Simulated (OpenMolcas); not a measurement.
## N2+, P2+, As2+, Sb2+, Bi2+: ns2 np down the group

```yaml
Program: OpenMolcas 26.06
Method: SS-CASPT2, IPEA 0.25 Eh, imaginary shift 0.1 Eh
Basis: ANO-RCC-VTZP
Scalar_Hamiltonian: DKH2, point nucleus
Spin-orbit_coupling: state interaction with AMFI integrals over the reference wave functions, term energies averaged over their components
```

Active space for each ion: 1 electron in 3 orbitals (p); closed shells correlated by CASPT2: N2+ 1s 2s; P2+ 2s 2p 3s; As2+ 3d 4s; Sb2+ 4d 5s; Bi2+ 5d 6s.

Computed levels in cm-1 above 2P* 1/2:

| Level | N2+ | P2+ | As2+ | Sb2+ | Bi2+ |
| --- | --- | --- | --- | --- | --- |
| 2P* 3/2 | 174 | 501 | 2666 | 5873 | 18032 |
| weight of 2P* in the lowest level (%) | 100 | 100 | 100 | 100 | 100 |

Measured, with the error of the calculation in %. Measured levels: N2+ from Moore, Selected Tables of Atomic Spectra, NSRDS-NBS 3, section 5; P2+ from Martin, Zalubas and Musgrove, J. Phys. Chem. Ref. Data 14, 751 (1985); As2+ from Moore, Atomic Energy Levels, vol. II, NSRDS-NBS 35 (1971 reprint of NBS Circular 467, 1952); Sb2+, Bi2+ from Moore, Atomic Energy Levels, vol. III, NSRDS-NBS 35 (1971 reprint of NBS Circular 467, 1958).

```
  Level      N2+          P2+         As2+          Sb2+           Bi2+
2P* 3/2  174 (0)  559 (-10.4)  2940 (-9.3)  6576 (-10.7)  20788 (-13.3)
```

The fine-structure level 2P* 3/2 changes by a factor of 104 from N2+ to Bi2+.

With one active electron, CASPT2 adds the correlation within the correlated inactive shells and between them and that electron, and leaves the splitting within a term as the reference gives it. Computed and measured levels are paired by configuration, term and J; levels that our copy of the source lacks, or whose pairing is in doubt (as where it misses far off the trend of its configuration), stay unpaired and out of the deviations. Only configurations of the active space appear.

* marks odd parity.
